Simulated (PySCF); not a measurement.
C5H5FO2.
SMILES with atom numbers: `[O:1]=[C:2]1[CH2:3][CH2:4][C:5]([F:6])=[CH:7][O:8]1` (hydrogens: H9, H10 on C3; H11, H12 on C4; H13 on C7)

Method: PySCF, HF/def2-SVP geometry optimisation, gas phase; density fitting; the optimiser is geomeTRIC in internal coordinates, started from a GFN2-xTB structure.

Geometry at step 4:
```
atom  x, y, z in Å
O1      0.2238    2.6962   -0.3183
C2      0.2806    1.5260   -0.2635
C3     -0.9209    0.6264   -0.4435
C4     -0.8734   -0.6301    0.4183
C5      0.5091   -1.1835    0.3317
F6      0.6288   -2.4806    0.5432
C7      1.5635   -0.4433    0.0650
O8      1.4626    0.9102   -0.0957
H9     -0.9287    0.3454   -1.5008
H10    -1.8079    1.2258   -0.2602
H11    -1.1274   -0.4044    1.4584
H12    -1.6007   -1.3617    0.0667
H13     2.5712   -0.8200   -0.0096
```

Problem. What forces act on the atoms?

Solution. 
```json
{"atom": "O1", "Fx (eV/Å)": "0.192", "Fy (eV/Å)": "0.126", "Fz (eV/Å)": "0.075"}
{"atom": "C2", "Fx (eV/Å)": "-0.140", "Fy (eV/Å)": "-0.081", "Fz (eV/Å)": "-0.135"}
{"atom": "C3", "Fx (eV/Å)": "-0.062", "Fy (eV/Å)": "0.011", "Fz (eV/Å)": "-0.020"}
{"atom": "C4", "Fx (eV/Å)": "0.055", "Fy (eV/Å)": "0.118", "Fz (eV/Å)": "-0.004"}
{"atom": "C5", "Fx (eV/Å)": "-0.077", "Fy (eV/Å)": "-0.136", "Fz (eV/Å)": "0.074"}
{"atom": "F6", "Fx (eV/Å)": "0.107", "Fy (eV/Å)": "-0.137", "Fz (eV/Å)": "-0.005"}
{"atom": "C7", "Fx (eV/Å)": "-0.234", "Fy (eV/Å)": "0.032", "Fz (eV/Å)": "0.057"}
{"atom": "O8", "Fx (eV/Å)": "0.073", "Fy (eV/Å)": "0.082", "Fz (eV/Å)": "-0.050"}
{"atom": "H9", "Fx (eV/Å)": "0.002", "Fy (eV/Å)": "-0.011", "Fz (eV/Å)": "0.021"}
{"atom": "H10", "Fx (eV/Å)": "0.007", "Fy (eV/Å)": "0.025", "Fz (eV/Å)": "-0.001"}
{"atom": "H11", "Fx (eV/Å)": "0.013", "Fy (eV/Å)": "-0.029", "Fz (eV/Å)": "-0.003"}
{"atom": "H12", "Fx (eV/Å)": "0.085", "Fy (eV/Å)": "-0.055", "Fz (eV/Å)": "-0.011"}
{"atom": "H13", "Fx (eV/Å)": "-0.022", "Fy (eV/Å)": "0.055", "Fz (eV/Å)": "0.001"}
```

The largest, 0.24 eV/Å, acts on C7 (O1 within 3 % of it); the rms over all components is 0.084 eV/Å. The forces sum to zero within rounding, as they must for an isolated molecule in no field.

Problem. Give the force on C7 in Eh/bohr and in nN.

Solution. 0.242 eV/Å ÷ 51.422 = 0.00471 Eh/bohr, and 0.242 eV/Å × 1.602 = 0.39 nN.

Problem. How far is this geometry from the end of the optimisation?

Solution. 0.008 eV above it, and 0.026 Å rms away after alignment. The bonds farthest from their final lengths, with half the difference of the two atoms' forces along the bond (positive lengthens):

| bond | now (Å) | final (Å) | force along bond (eV/Å) |
| --- | --- | --- | --- |
| C3–C4 | 1.524 | 1.529 | -0.04 |
| C5–F6 | 1.320 | 1.322 | 0.00 |
| C7–O8 | 1.367 | 1.365 | +0.02 |
| C2–C3 | 1.512 | 1.513 | -0.06 |

The angle farthest from its final value is C5–C4–H12, 110.5° against 109.5°.

The cost below is that of the whole optimisation. The run took 28 s wall on Arm Neoverse V2, one thread (shared host), and the process peaked at 0.53 GiB of memory.
